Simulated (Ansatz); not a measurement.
The cluster GaO₃H₃ was relaxed with PBE-D4 (def2-SVP) in Ansatz in these states: charge +1 doublet, neutral singlet. The geometries follow in no particular order.

A:

| atom | x (Å) | y (Å) | z (Å) |
| --- | --- | --- | --- |
| Ga1 | -0.0511 | 0.0021 | 0.2192 |
| O2 | -1.3430 | -0.1348 | 1.4499 |
| O3 | 1.6138 | 0.2738 | 0.8359 |
| O4 | -0.5218 | -0.1425 | -1.5170 |
| H5 | 2.2655 | 0.3392 | 0.1148 |
| H6 | -2.2038 | -0.2805 | 1.0154 |
| H7 | 0.2404 | -0.0573 | -2.1181 |

B:

```xyz
7

Ga    0.066   -0.056    0.045
O    -0.282   -1.766    0.570
O     1.641    0.508    0.729
O    -1.132    0.731   -1.053
H     1.725    1.442    1.029
H    -1.216   -2.084    0.519
H    -0.802    1.225   -1.839
```

Judge from the bond lengths which geometry belongs to which state (an estimate).

A is the neutral singlet (Ga1–O2 1.790 Å, O2–H6 0.975 Å, O3–H5 0.974 Å); B is the charge +1 doublet (Ga1–O2 1.823 Å, O2–H6 0.988 Å, O3–H5 0.985 Å).

At PBE-D4/def2-SVP the gap within one spin of the relaxed charge 1 doublet nearly closes, so an electron or hole may be smeared out by delocalisation error. These are the stationary points nearest to one start from a short search; other shapes may lie lower in each state.
